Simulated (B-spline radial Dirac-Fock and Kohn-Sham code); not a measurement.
# Se⁴⁺ 4s: cross section and angular parameters

System: the Se⁴⁺ ion, [Ar] 3d10 4s2; threshold 67.45 eV (orbital energy of the model). Level of theory: Dirac-Hartree-Slater photoionisation with a Latter tail; cross sections with all multipoles, angular parameters from the dipole term and its interference with E2; a radial B-spline solver.

For linearly polarised light dσ/dΩ = σ/(4π) [1 + β P₂(cos θ) + (δ + γ cos²θ) sin θ cos φ], with θ from the polarisation vector and φ the angle between the beam and the projection of the electron momentum on the plane normal to the polarisation.

| hν (eV) | σ (kb) | β | γ |
| --- | --- | --- | --- |
| 89.9 | 195 | 1.993 | 0.161 |
| 101 | 175 | 1.994 | 0.173 |
| 119 | 146 | 1.995 | 0.213 |
| 138 | 120 | 1.996 | 0.228 |
| 149 | 107 | 1.996 | 0.226 |
| 178 | 85.1 | 1.996 | 0.233 |
| 200 | 73.2 | 1.996 | 0.232 |
| 209 | 69.4 | 1.997 | 0.235 |
| 300 | 41.5 | 1.997 | 0.211 |
| 394 | 26.7 | 1.998 | 0.168 |
| 400 | ? | ? | ? |
| 437 | 22.5 | 1.998 | 0.147 |
| 487 | 18.9 | 1.998 | 0.124 |
| 540 | 16.0 | 1.998 | 0.101 |
| 600 | 13.5 | 1.998 | 0.077 |
| 709 | 10.2 | 1.998 | 0.039 |
| 850 | 7.52 | 1.998 | -0.001 |
| 1190 | 4.18 | 1.998 | -0.057 |
| 2000 | 1.60 | 1.998 | -0.047 |
| 2500 | 1.04 | 1.999 | 0.011 |
| 2670 | 0.909 | 1.999 | 0.035 |
| 2910 | 0.765 | 1.999 | 0.072 |
| 2950 | 0.744 | 1.999 | 0.078 |
| 3070 | 0.686 | 1.999 | 0.097 |
| 3330 | 0.581 | 1.999 | 0.140 |
| 5414.7 | 0.208 | 1.998 | 0.506 |
| 6000 | 0.166 | 1.998 | 0.607 |
| 9251.7 | 0.0619 | 1.998 | 1.120 |
| 11000 | 0.0411 | 1.998 | 1.365 |
| 12600 | 0.0297 | 1.998 | 1.574 |

Q: Give the values at 400 eV.

A: σ = 26.0 kb, β = 1.998, γ = 0.165. For an s subshell δ is negligible.

Values without a named source are computed, but for edge energies of neutral atoms, which are taken from tables.
